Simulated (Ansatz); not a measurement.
Pulling on the Si1–Br3 bond in BrHSi (SMILES [SiH]Br) (multiplicity 1 held, fragments rigid). Energies count from the point at 2.267 Å.
Geometry at that point (charge 0, multiplicity 1):
```xyz
3

Si    -0.897    -0.761     1.062
H     -1.893    -1.229     0.008
Br     0.413     0.340    -0.425
```

R- and RO- levels are restricted; in cc, def2 and unpolarised 6-31G sets they are followed outwards from rest. U- levels take the lowest unrestricted solution at each point, which mixes spins at long bonds. Active spaces are followed from a long bond inwards. Levels need not reach the same state.

Frozen-core correlation. Filled d and f shells under p-block atoms count as core.

Run with Ansatz (Gaussian orbitals). Each number belongs to the level named beside it.

Energies in kJ/mol.

```csv
R (Å),R-HF/def2-SVP,U-HF/def2-SVP,U-MP2/def2-SVP,R-SCS-MP2/def2-SVP,U-CCSD/def2-SVP,"FIC-MRCISD+Q on CASSCF(6,4)/def2-SVP"
1.813,269,269,261,266,267,268
2.040,46,46,42,(withheld),45,46
2.267,0,0,0,0,0,0
2.493,25,25,28,27,26,24
2.720,76,76,81,78,77,74
3.060,160,162,169,163,160,154
3.400,239,216,266,240,237,223
3.967,346,248,324,(withheld),310,299
4.533,424,256,338,(withheld),328,328
5.213,489,258,342,446,333,337
6.120,538,259,344,450,334,338
7.253,570,259,344,414,334,339
```

**Question.** What belongs in the gaps?

**Answer.** 
- 4.533, R-SCS-MP2/def2-SVP: 406
- 3.967, R-SCS-MP2/def2-SVP: 341
- 2.040, R-SCS-MP2/def2-SVP: 45

Doubts at one or more of the structures used: a restricted determinant that unrestricted orbitals would lower (R-HF/def2-SVP, R-SCS-MP2/def2-SVP); a spin-contaminated determinant (U-HF/def2-SVP, U-MP2/def2-SVP, U-CCSD/def2-SVP); T1 above 0.05 (U-CCSD/def2-SVP); active orbitals that take no part (FIC-MRCISD+Q on CASSCF(6,4)/def2-SVP).

Ansatz is a quantum-chemistry and plane-wave program.
